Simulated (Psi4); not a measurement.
C₄H₉N, singlet, at a GFN2-xTB geometry; CAM-B3LYP/def2-TZVPP (Psi4).

Psi4 was given this input:
```
memory 2 GB

molecule mol {
0 1
C     1.764268    0.153370    0.251082
C     0.439306    0.398398   -0.445178
C    -0.706081    0.823271    0.490467
N    -1.250316   -0.535239    0.423260
C    -0.387612   -0.871586   -0.712024
H     2.197030    1.094769    0.583661
H     1.615083   -0.488109    1.115707
H     2.464725   -0.329877   -0.427118
H     0.580998    1.042137   -1.314973
H    -0.418285    1.108741    1.504784
H    -1.347983    1.604411    0.067227
H    -2.248491   -0.611592    0.266519
H     0.132465   -1.822290   -0.574766
H    -0.882612   -0.872239   -1.689943
}

set {
  basis def2-tzvpp
  reference rks
}

energy('cam-b3lyp')
print_variables()
```

The log (banner, timings and long lists left out):

```
   => Loading Basis Set <=

    Name: DEF2-TZVPP
    Role: ORBITAL
    Keyword: BASIS

         ---------------------------------------------------------
                                   SCF
               by Justin Turney, Rob Parrish, Andy Simmonett
                          and Daniel G. A. Smith
                              RKS Reference
         ---------------------------------------------------------

  ==> Geometry <==

    Molecular point group: c1
    Full point group: C1

    Geometry (in Angstrom), charge = 0, multiplicity = 1:

       Center              X                  Y                   Z               Mass
    ------------   -----------------  -----------------  -----------------  -----------------
         C            1.793538941390     0.163527424979     0.244517894750    12.000000000000
         C            0.468576941390     0.408555424979    -0.451742105250    12.000000000000
         C           -0.676810058610     0.833428424979     0.483902894750    12.000000000000
         N           -1.221045058610    -0.525081575021     0.416695894750    14.003074004430
         C           -0.358341058610    -0.861428575021    -0.718588105250    12.000000000000
         H            2.226300941390     1.104926424979     0.577096894750     1.007825032230
         H            1.644353941390    -0.477951575021     1.109142894750     1.007825032230
         H            2.493995941390    -0.319719575021    -0.433682105250     1.007825032230
         H            0.610268941390     1.052294424979    -1.321537105250     1.007825032230
         H           -0.389014058610     1.118898424979     1.498219894750     1.007825032230
         H           -1.318712058610     1.614568424979     0.060662894750     1.007825032230
         H           -2.219220058610    -0.601434575021     0.259954894750     1.007825032230
         H            0.161735941390    -1.812132575021    -0.581330105250     1.007825032230
         H           -0.853341058610    -0.862081575021    -1.696507105250     1.007825032230

  Running in c1 symmetry.

  Rotational constants: A =      0.30395  B =      0.15359  C =      0.12645 [cm^-1]
  Rotational constants: A =   9112.27561  B =   4604.59280  C =   3790.86568 [MHz]
  Nuclear repulsion =  188.394608768366169

  Charge       = 0
  Multiplicity = 1
  Electrons    = 40
  Nalpha       = 20
  Nbeta        = 20

  ==> Algorithm <==

  SCF Algorithm Type is DF.
  DIIS enabled.
  MOM disabled.
  Fractional occupation disabled.
  Guess Type is SAD.
  Energy threshold   = 1.00e-06
  Density threshold  = 1.00e-06
  Integral threshold = 1.00e-12

  ==> Primary Basis <==

  Basis Set: DEF2-TZVPP
    Blend: DEF2-TZVPP
    Number of shells: 109
    Number of basis functions: 281
    Number of Cartesian functions: 315
    Spherical Harmonics?: true
    Max angular momentum: 3

  ==> DFT Potential <==

   => LibXC <=

    Version 7.1.2
    S. Lehtola, C. Steigemann, M. J. T. Oliveira, and M. A. L. Marques,  SoftwareX 7, 1–5 (2018) (10.1016/j.softx.2017.11.002)

   => Composite Functional: CAM-B3LYP <=

    CAM-B3LYP Hyb-GGA Exchange-Correlation Functional

    T. Yanai, D. P. Tew, and N. C. Handy,  Chem. Phys. Lett. 393, 51 (2004) (10.1016/j.cplett.2004.06.011)

    Deriv               =              1
    GGA                 =           TRUE
    Meta                =          FALSE

    Exchange Hybrid     =           TRUE
    MP2 Hybrid          =          FALSE

   => Exchange Functionals <=

    0.3500         Becke 88 [omega = 0.3300]
    0.4600   Short-range recipe for B88 functional - erf [omega = 0.3300]

   => Exact (HF) Exchange <=

    0.4600            HF,LR [omega = 0.3300]
    0.1900               HF

   => Correlation Functionals <=

    0.1900   Vosko, Wilk & Nusair (VWN5)
    0.8100   Lee, Yang & Parr

   => LibXC Density Thresholds  <==

    XC_HYB_GGA_XC_CAM_B3LYP:  1.00E-14

   => Molecular Quadrature <=

    Radial Scheme          =       TREUTLER
    Pruning Scheme         =           NONE
    Nuclear Scheme         =       TREUTLER

    Blocking Scheme        =         OCTREE
    BS radius alpha        =              1
    Pruning alpha          =              1
    Radial Points          =             75
    Spherical Points       =            302
    Total Points           =         297201
    Total Blocks           =           2238
    Max Points             =            256
    Max Functions          =            278
    Weights Tolerance      =       1.00E-15

   => Loading Basis Set <=

    Name: (DEF2-TZVPP AUX)
    Role: JKFIT
    Keyword: DF_BASIS_SCF

  ==> Integral Setup <==

  SCF_SUBTYPE=INCORE selected. In-core MEM_DF algorithm will be used.
  Using in-core AOs.

  ==> MemDFJK: Density-Fitted J/K Matrices <==

    J tasked:                   Yes
    K tasked:                   Yes
    wK tasked:                  Yes
    Omega:                3.300E-01
    Algorithm:                 Core
    Schwarz Cutoff:           1E-12
    Mask sparsity (%):       2.3632
    Fitting Condition:        1E-10

   => Auxiliary Basis Set <=

  Basis Set: (DEF2-TZVPP AUX)
    Blend: DEF2-UNIVERSAL-JKFIT
    Number of shells: 179
    Number of basis functions: 539
    Number of Cartesian functions: 629
    Spherical Harmonics?: true
    Max angular momentum: 4

  Minimum eigenvalue in the overlap matrix is 9.3926504323E-05.
  Reciprocal condition number of the overlap matrix is 9.0170257670E-06.
    Using symmetric orthogonalization.

  ==> Pre-Iterations <==

  SCF Guess: Superposition of Atomic Densities via on-the-fly atomic UHF (no occupation information).

   -------------------------
    Irrep   Nso     Nmo
   -------------------------
     A        281     281
   -------------------------
    Total     281     281
   -------------------------

  ==> Iterations <==

                           Total Energy        Delta E     RMS |[F,P]|

   @DF-RKS iter SAD:  -212.21590493071781   -2.12216e+02   0.00000e+00
   @DF-RKS iter   1:  -212.09133482593242    1.24570e-01   3.31491e-03 DIIS/ADIIS
   @DF-RKS iter   2:  -212.02763644857055    6.36984e-02   3.60893e-03 DIIS/ADIIS
   @DF-RKS iter   3:  -212.51286510495311   -4.85229e-01   3.37553e-04 DIIS/ADIIS
   @DF-RKS iter   4:  -212.51588902441142   -3.02392e-03   1.50030e-04 DIIS/ADIIS
   @DF-RKS iter   5:  -212.51661866271127   -7.29638e-04   3.38844e-05 DIIS
   @DF-RKS iter   6:  -212.51665607229947   -3.74096e-05   9.42362e-06 DIIS
   @DF-RKS iter   7:  -212.51665903025403   -2.95795e-06   2.40030e-06 DIIS
   @DF-RKS iter   8:  -212.51665927417758   -2.43924e-07   4.11083e-07 DIIS
  Energy and wave function converged.

  ==> Post-Iterations <==

   Electrons on quadrature grid:
      Ntotal   =   40.0000298955 ; deviation = 2.990e-05

    Orbital Energies [Eh]
    ---------------------

    Doubly Occupied:

[...]
    Virtual:

[...]
    Final Occupation by Irrep:
              A
    DOCC [    20 ]
    NA   [    20 ]
    NB   [    20 ]

  @DF-RKS Final Energy:  -212.51665927417758

   => Energetics <=

    Nuclear Repulsion Energy =            188.3946087683661688
    One-Electron Energy =                -658.6741451538339334
    Two-Electron Energy =                 280.7891726055831327
    DFT Exchange-Correlation Energy =     -23.0262954942929987
    Empirical Dispersion Energy =           0.0000000000000000
    VV10 Nonlocal Energy =                  0.0000000000000000
    Total Energy =                       -212.5166592741776128

Computation Completed

Properties will be evaluated at   0.000000,   0.000000,   0.000000 [a0]

Properties computed using the SCF density matrix

 Multipole Moments:

 ------------------------------------------------------------------------------------
     Multipole            Electronic (a.u.)      Nuclear  (a.u.)        Total (a.u.)
 ------------------------------------------------------------------------------------

 L = 1.  Multiply by 2.5417464519 to convert [e a0] to [Debye]
 Dipole X            :         -2.3126835            2.2125701           -0.1001135
 Dipole Y            :         -0.4861249            0.7677825            0.2816576
 Dipole Z            :          0.0726770           -0.4961744           -0.4234974
 Magnitude           :                                                    0.5183664

 ------------------------------------------------------------------------------------

  Variable Map:
  ----------------------------------------------------------------------------
[...]
  Array Variable Map:
  ----------------------------------------------------------------------------
[...]
[...]
```
